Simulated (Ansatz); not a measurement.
The pair A = H2O (SMILES O) (first 3 atoms), B = HF (SMILES F); geometry from B3LYP-D3(BJ)/def2-TZVP.
(charge 0, multiplicity 1):
| atom | x (Å) | y (Å) | z (Å) |
|---|---|---|---|
| O | -0.0849 | -0.2722 | 0.3220 |
| H | 0.7239 | -0.7519 | 0.1114 |
| H | -0.1109 | 0.4892 | -0.2683 |
| F | -0.2686 | 0.3824 | 2.8667 |
| H | -0.2381 | 0.1251 | 1.9584 |

Correlated levels freeze the cores.

Programs: Ansatz (a program for electronic structure). Each number belongs to the level named beside it.

Total energies (hartree), monomers frozen at their geometry in the pair:

```tsv
structure	PBE/def2-TZVPPD	MP2/aug-cc-pVDZ	CCSD(T)/aug-cc-pVTZ
AB	-176.7951286	-176.5309954	-176.7060940
A in the pair's basis	-76.3835454	-76.2620744	-76.3427584
B in the pair's basis	-100.3965510	-100.2560264	-100.3494258
A	-76.3835133	-76.2607609	-76.3421894
B	-100.3965035	-100.2554044	-100.3489990
```

### Question
Work out the interaction energy without and with the counterpoise correction, and the superposition error, for each level.

### Answer

E(AB) − E(A) − E(B), times 627.509 kcal/mol, with the monomers in their own basis and then in the pair's basis:
- PBE/def2-TZVPPD: -9.48 uncorrected, -9.43 corrected; the monomers gain 0.05 kcal/mol from borrowed functions
- MP2/aug-cc-pVDZ: -9.31 uncorrected, -8.09 corrected; the monomers gain 1.21 kcal/mol from borrowed functions
- CCSD(T)/aug-cc-pVTZ: -9.35 uncorrected, -8.73 corrected; the monomers gain 0.62 kcal/mol from borrowed functions
